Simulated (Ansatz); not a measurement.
Basis-set extrapolation for CH6BNO2 (PBE0-D4/def2-TZVP geometry, frozen core, Ansatz 0.2.0). Multiplicity 1, RHF reference.

|  | def2-TZVPP | def2-QZVPP |
| --- | --- | --- |
| HF | -270.341913 | -270.354776 |
| MP2 correlation | -0.963078 | -1.034720 |
| CCSD(T) correlation | -1.030745 | not run |

Energies in hartree. Use E(X) = E(∞) + A·exp(−7.88·√X) for Hartree–Fock and E(X) = E(∞) + B·X^(−2.97) for correlation, with X = 3 and 4, and add CCSD(T) minus MP2 of the smaller set to the MP2 limit.

Problem. What is the CCSD(T) energy at the basis-set limit?

Solution. HF limit: -270.354776 + (-0.012863) × 0.13774 = -270.35655. MP2 limit: -1.034720 + (-0.071642) × 0.74074 = -1.08779. Higher-order term: -1.030745 − (-0.963078) = -0.06767. Total: -271.51201 hartree, 365.9 kJ/mol below CCSD(T)/def2-TZVPP.
